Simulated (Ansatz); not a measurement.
Relaxation of C4H10BN (16 atoms, charge 0, multiplicity 1), to a largest force component of 0.015 eV/Å in at most 40 steps.

Method: RKS B3LYP-D4/6-31G (Ansatz 0.2.0).

```xyz
16
Properties=species:S:1:pos:R:3:forces:R:3
C 0.574 -1.896 0.131 -1.59 1.81 -0.78
C 0.750 -0.441 0.651 -0.36 -0.07 1.20
C -0.266 0.577 0.019 -1.22 -3.98 3.06
C -1.328 1.149 0.962 1.11 3.92 -1.81
B -0.709 0.269 -1.429 0.12 2.48 1.23
N 0.246 1.416 -0.981 0.85 -0.46 -4.34
H -0.492 -2.172 0.314 0.72 -0.17 -0.29
H 0.770 -1.877 -0.977 -0.08 -0.55 0.84
H 1.218 -2.538 0.674 0.80 -1.03 0.21
H 0.669 -0.459 1.785 -0.01 0.18 -1.11
H 1.781 -0.123 0.430 -0.04 0.21 0.05
H -1.893 0.405 1.451 -0.69 -0.86 0.73
H -0.822 1.898 1.649 -0.60 -0.96 -0.07
H -2.003 1.860 0.315 0.76 -1.47 1.19
H -1.559 -0.095 -2.157 0.54 -0.27 -0.46
H 1.199 1.102 -1.295 -0.32 1.24 0.35
```

Q: Where does it end, and by what steps?

A: The forces met the threshold. The force dipped under the threshold on the way, but the program's further checks kept it going. Limits of this set-up: no polarisation functions. After 16 steps the energy has fallen by 1.890 eV; H10 moved furthest, 1.14 Å.

```json
{"step": "0", "energy less start (eV)": "0.0000", "largest force component (eV/Å)": "4.336", "accepted": "yes"}
{"step": "1", "energy less start (eV)": "-0.9654", "largest force component (eV/Å)": "2.413", "accepted": "yes"}
{"step": "2", "energy less start (eV)": "-1.3668", "largest force component (eV/Å)": "1.061", "accepted": "yes"}
{"step": "3", "energy less start (eV)": "-1.5868", "largest force component (eV/Å)": "1.765", "accepted": "yes"}
{"step": "4", "energy less start (eV)": "-1.6798", "largest force component (eV/Å)": "0.580", "accepted": "yes"}
{"step": "5", "energy less start (eV)": "-1.7489", "largest force component (eV/Å)": "0.858", "accepted": "yes"}
{"step": "6", "energy less start (eV)": "-1.7882", "largest force component (eV/Å)": "0.809", "accepted": "yes"}
{"step": "7", "energy less start (eV)": "-1.8158", "largest force component (eV/Å)": "0.522", "accepted": "yes"}
{"step": "8", "energy less start (eV)": "-1.8380", "largest force component (eV/Å)": "0.327", "accepted": "yes"}
{"step": "9", "energy less start (eV)": "-1.8552", "largest force component (eV/Å)": "0.286", "accepted": "yes"}
{"step": "10", "energy less start (eV)": "-1.8678", "largest force component (eV/Å)": "0.291", "accepted": "yes"}
{"step": "11", "energy less start (eV)": "-1.8784", "largest force component (eV/Å)": "0.235", "accepted": "yes"}
{"step": "12", "energy less start (eV)": "-1.8859", "largest force component (eV/Å)": "0.127", "accepted": "yes"}
{"step": "13", "energy less start (eV)": "-1.8633", "largest force component (eV/Å)": "0.499", "accepted": "no"}
{"step": "14", "energy less start (eV)": "-1.8889", "largest force component (eV/Å)": "0.016", "accepted": "yes"}
{"step": "15", "energy less start (eV)": "-1.8894", "largest force component (eV/Å)": "0.011", "accepted": "yes"}
{"step": "16", "energy less start (eV)": "-1.8895", "largest force component (eV/Å)": "0.012", "accepted": "yes"}
```

```xyz
16
Properties=species:S:1:pos:R:3
C 0.886 -1.814 -0.002
C 0.350 -0.658 0.851
C -0.474 0.379 0.086
C -1.022 1.488 0.975
B -1.087 0.089 -1.359
N 0.060 0.815 -1.260
H 0.064 -2.358 -0.486
H 1.552 -1.450 -0.791
H 1.445 -2.528 0.612
H -0.288 -1.060 1.651
H 1.189 -0.154 1.360
H -1.703 1.072 1.728
H -0.216 2.010 1.513
H -1.576 2.231 0.392
H -1.878 -0.347 -2.118
H 0.833 1.358 -1.608
```

Run time: 75 s on 1 thread of Arm Neoverse V2, with other jobs on the host, peak memory 0.18 GiB.
